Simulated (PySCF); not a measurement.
Excitations are Tamm–Dancoff values on a coarser integration grid. The basis has no diffuse functions, so Rydberg states are missing or too high.

Z-matrix (Å, degrees):
```
C
O 1 1.2318
C 1 1.4851 2 124.44
H 3 1.0899 1 111.22 2 0.54
H 3 1.0934 4 110.29 1 -121.32
H 3 1.0935 4 110.22 5 -117.53
B 1 1.5395 2 94.78 3 -179.96
H 7 1.1881 1 118.75 2 86.47
H 7 1.1881 8 122.12 1 172.65
```
Charge 0, multiplicity 1.

**Question.** Predict the HOMO, LUMO, T1 excitation (TDA), S1 excitation (TDA) and total energy from TPSSh-D3(BJ)/def2-TZVP // B3LYP-D3(BJ)/def2-TZVP (PySCF).

**Answer.** 
```json
{
  "HOMO": "-6.79 eV",
  "LUMO": "-1.54 eV",
  "T1 excitation (TDA)": "3.72 eV",
  "S1 excitation (TDA)": "4.41 eV",
  "total_energy": "-179.3468 Ha"
}
```
